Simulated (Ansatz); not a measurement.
`C[S][Mg][Br]` + H–F → `[F][Mg][Br]` + CH₃SH at 700 K and 1 bar (ligand exchange at a Mg–S bond).

Calculated with Ansatz (gas phase, PBE0-D4/def2-TZVP geometries, no zero-point term in ΔE). CCSD(T)/CBS is the MP2 limit (def2-TZVPP, def2-QZVPP) plus CCSD(T) − MP2 in def2-TZVPP, frozen cores. This one scheme is used for every species. For Br, Mg outer-core shells are correlated without core-valence functions, which leaves a few kJ/mol of doubt a bond. Scalar relativity is left out up to krypton. Each species was taken in one conformer, which may not be the lowest.

```tsv
species	CCSD(T)/CBS energy (Eh)	H − E (kJ/mol)	S (J/(mol·K))
`C[S][Mg][Br]`	-3210.96164	165.9	447.4
H–F	-100.39570	45.2	198.5
`[F][Mg][Br]`	-2873.15166	45.1	326.4
CH₃SH	-438.22835	160.2	309.0
```

H − E and S are ideal-gas, rigid-rotor, harmonic terms from PBE0-D4/def2-TZVP, for one conformer and one mirror image of each species. 1 Eh = 2625.50 kJ/mol, R = 8.31446 J/(mol·K).

Problem. By hand: ΔE, ΔH, ΔS and ΔG.

Solution. ΔE = (-2873.15166) + (-438.22835) − (-3210.96164) − (-100.39570) = -0.02267 Eh = -59.5 kJ/mol. Δ(H − E) = 45.1 + 160.2 − 165.9 − 45.2 = -5.8, so ΔH = -65.3 kJ/mol. ΔS = 326.4 + 309.0 − 447.4 − 198.5 = -10.5 J/(mol·K). ΔG = -65.3 − 700 × (-10.5)/1000 = -57.9 kJ/mol.

Problem. By hand: the equilibrium constant, and the temperature at which ΔG would vanish if ΔH and ΔS stayed fixed.

Solution. log₁₀ K = −ΔG/(RT ln 10) = 4.3. ΔG = 0 at ΔH/ΔS = 6219 K, far beyond where these terms or the molecules hold.

The number of gas molecules stays the same, so ΔS is small and ΔH decides. A doubt of 5 kJ/mol in ΔE shifts log₁₀ K by 0.4 here. Other conformers and mirror images would add mixing entropy, several J/(mol·K) or more a flexible species. Modes under 60 cm⁻¹, often nearly free rotors, make the harmonic entropy too high. These are equilibria of isolated gas molecules and say nothing of rates. Largest T1 diagnostic: 0.009 (customary marks: 0.02 for closed shells, 0.045 for open ones).
